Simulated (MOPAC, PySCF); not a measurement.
H₂F₂InN, SMILES `[NH2][In]([F])[F]`, neutral singlet in the gas phase. 

Cartesian coordinates (Å):
```xyz
6

N     -1.2232     0.0383    -0.2197
In     0.7771    -0.0109    -0.0320
F      1.9034     1.5659     0.0613
F      1.8491    -1.6200    -0.1907
H     -1.6674    -0.8056     0.1258
H     -1.6391     0.8323     0.2552
```
Charge 0, spin multiplicity 1.

All levels are single points at this geometry (r2SCAN-D4/def2-TZVP); Pople sets use spherical d functions. Orbital energies aren't observables, and empty levels follow the basis.

B3LYP/LANL2DZ in PySCF gives dipole (D) = 4.46.

Question: Estimate the dipole (D) from each of these levels: PBE-D3(BJ)/def2-TZVP in PySCF; r2SCAN-D4/def2-TZVP in PySCF; B3LYP/6-311+G** (LANL2DZ on In) in PySCF; B3LYP/6-31G* (LANL2DZ on In) in PySCF; BP86/6-31G* (LANL2DZ on In) in PySCF; M06-2X/6-31G* (LANL2DZ on In) in PySCF; PBE/6-31G* (LANL2DZ on In) in PySCF; SVWN5/6-31G* (LANL2DZ on In) in PySCF; AM1 in MOPAC; PM3 in MOPAC; PM6 in MOPAC; PM7 in MOPAC.

Answer: 
```json
[
 {"level": "PBE-D3(BJ)/def2-TZVP in PySCF", "dipole (D)": "3.84"},
 {"level": "r2SCAN-D4/def2-TZVP in PySCF", "dipole (D)": "3.90"},
 {"level": "B3LYP/6-311+G** (LANL2DZ on In) in PySCF", "dipole (D)": "4.25"},
 {"level": "B3LYP/6-31G* (LANL2DZ on In) in PySCF", "dipole (D)": "3.76"},
 {"level": "BP86/6-31G* (LANL2DZ on In) in PySCF", "dipole (D)": "3.66"},
 {"level": "M06-2X/6-31G* (LANL2DZ on In) in PySCF", "dipole (D)": "3.90"},
 {"level": "PBE/6-31G* (LANL2DZ on In) in PySCF", "dipole (D)": "3.65"},
 {"level": "SVWN5/6-31G* (LANL2DZ on In) in PySCF", "dipole (D)": "3.74"},
 {"level": "AM1 in MOPAC", "dipole (D)": "3.75"},
 {"level": "PM3 in MOPAC", "dipole (D)": "4.63"},
 {"level": "PM6 in MOPAC", "dipole (D)": "3.69"},
 {"level": "PM7 in MOPAC", "dipole (D)": "4.36"}
]
```
